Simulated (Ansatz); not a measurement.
Species: C₃H₄S₃, SMILES `S=CCC(=S)S` (charge 0, multiplicity 1).

### Question
Give a relaxed geometry from PBE-D3(BJ)/def2-TZVP run with Ansatz (an electronic-structure program).

### Answer
One answer among several that fit: the end point of this relaxation, one of several conformers (outside a Z-matrix the atoms follow the SMILES, hydrogens last).
Z-matrix (Å, degrees):
```
C
H 1 1.0986
H 1 1.1035 2 108.94
C 1 1.5090 2 109.88 3 -117.67
H 4 1.1002 1 113.29 2 -176.51
C 1 1.5207 2 112.70 3 118.95
S 4 1.6166 5 121.58 1 -179.59
S 6 1.6367 1 123.11 2 -170.77
S 6 1.7479 1 110.76 2 11.86
H 9 1.3565 6 95.86 1 177.17
```
